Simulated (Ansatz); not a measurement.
Cost and result for the atomization energy of `[GeH3][CH]1N=CO1` (10 atoms, 10 bonds).

```xyz
10

Ge    0.7711    0.8471    1.0218
C     0.0905    0.1198   -0.6837
N     0.2016   -1.3290   -0.8147
C    -1.0774   -1.3056   -0.7808
O    -1.3810    0.0091   -0.6754
H     0.3609    2.3229    1.1339
H     2.3002    0.7265    1.0199
H     0.1510    0.0192    2.1520
H     0.4177    0.6725   -1.5670
H    -1.8345   -2.0826   -0.8059
```

Charge 0, multiplicity 1. Correlated methods include outer-core shells of Ge, which these sets cover unevenly. Scalar relativity is left out up to krypton. Geometry: relaxed with PBE0-D4/def2-TZVP. Program: Ansatz. All runs use 4 threads of an AMD EPYC 9R45 on a shared host. Times are those of one run each, without the atoms' runs, and a repeat can differ threefold. Electronic energies, without spin–orbit coupling; frozen cores. CCSD(T)/CBS adds CCSD(T) − MP2 in def2-TZVPP to the MP2 limit, and its time is that of the two runs behind it. T1 = 0.014. With those shells the extrapolation isn't a true limit. B3LYP takes the VWN-RPA correlation (the form of Gaussian; ORCA's B3LYP/G).

CCSD(T)/CBS is a level of theory with its own doubt, some kJ/mol a heavy atom from the limit and from the frozen cores, so smaller differences don't rank the functionals.

```tsv
level	functions	wall time	atomization (kJ/mol)	difference from CCSD(T)/CBS	per bond
PBE-D4/def2-TZVPP (with forces)	242	1.1 s	3743.5	128.5	12.8
PBE0-D4/def2-TZVPP	242	1.2 s	3630.4	15.4	1.5
r2SCAN-D4/def2-TZVPP (with forces)	242	1.9 s	3623.3	8.3	0.8
B3LYP-D4/def2-TZVPP (with forces)	242	1.9 s	3603.9	-11.1	-1.1
B2PLYP/def2-TZVPP	242	2.3 s	3570.6	-44.4	-4.4
ωB97X-V/def2-TZVPP	242	2.9 s	3641.5	26.5	2.6
ωB97M-V/def2-TZVPP (with forces)	242	4.1 s	3619.6	4.6	0.5
MP2/def2-QZVPP	467	9.5 s	3652.0	37.0	3.7
CCSD(T)/def2-TZVPP	242	63 s	3515.3	-99.7	-10.0
CCSD(T)/CBS(def2)	–	73 s	3615.0	0.0	0.0
```

The D4 term adds +32.8 kJ/mol with B3LYP and +17.0 kJ/mol with PBE0; it sums over pairs of atoms, weighted by their polarisabilities, and B3LYP, whose exchange is more repulsive, gets the larger term. In def2-TZVPP, CCSD(T) changes the Hartree–Fock value by +1136.7 kJ/mol (the triples alone add +81.1 kJ/mol) and MP2 by +1214.7 kJ/mol; breaking electron pairs costs correlation energy, which Hartree–Fock lacks. From PBE to PBE0 (25 % exact exchange), in def2-TZVPP and without D4, the atomization energy moves by −109.9 kJ/mol: exact exchange takes away binding that semilocal exchange gives to molecules.
